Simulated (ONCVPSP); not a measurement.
# u(r) = r·R(r): atom against pseudo-atom (Eu)

Columns: radius, all-electron u(r) and pseudo u(r) of the 5s shell (level -48.69 eV) of europium in the configuration [Kr] 4d10 4f6 5s2 5p6 5d1 6s1.75 6p0.25; LDA (Perdew-Wang 92), scalar-relativistic, ONCV scheme, ONCVPSP 4.0.1.

| r (bohr) | all-electron | pseudo |
| --- | --- | --- |
| 0.128 | 0.1585 | 0.0818 |
| 0.255 | 0.1504 | 0.1734 |
| 0.382 | -0.4572 | 0.2820 |
| 0.510 | -0.4910 | 0.4087 |
| 0.638 | -0.1115 | 0.5459 |
| 0.765 | 0.3379 | 0.6799 |
| 0.893 | 0.6945 | 0.7983 |
| 1.020 | 0.9112 | 0.8856 |
| 1.148 | 1.0068 | 0.9341 |
| 1.275 | 1.0123 | 0.9402 |
| 1.402 | 0.9603 | 0.9078 |
| 1.530 | 0.8749 | 0.8441 |
| 1.658 | 0.7747 | 0.7601 |
| 1.785 | 0.6725 | 0.6670 |
| 1.912 | 0.5746 | 0.5731 |
| 2.040 | 0.4842 | 0.4840 |
| 2.168 | 0.4041 | 0.4040 |
| 2.295 | 0.3350 | 0.3350 |
| 2.422 | 0.2760 | 0.2760 |
| 2.550 | 0.2258 | 0.2258 |
| 2.678 | 0.1840 | 0.1839 |
| 2.805 | 0.1496 | 0.1495 |
| 2.932 | 0.1212 | 0.1212 |
| 3.060 | 0.0978 | 0.0978 |
| 3.188 | 0.0788 | 0.0787 |
| 3.315 | 0.0634 | 0.0634 |

(1) How many radial nodes do the two functions have?

(2) At about which radius was the pseudo-wave matched?

(3) Is the pseudo-wave norm-conserving?

Answers

(1) The all-electron 5s function has n − l − 1 = 4 (the table is too coarse to show those close to the nucleus); the pseudo-wave has 0, since the states of the same l below it are removed with the core.

(2) 2.20 bohr. The columns agree to 0.0005 from 2.04 bohr on; several derivatives are matched, so the curves merge somewhat inside the radius.

(3) Yes: the ONCV scheme keeps the norm inside the radius equal to the all-electron one, which fixes the energy derivative of the logarithmic derivative at the level.
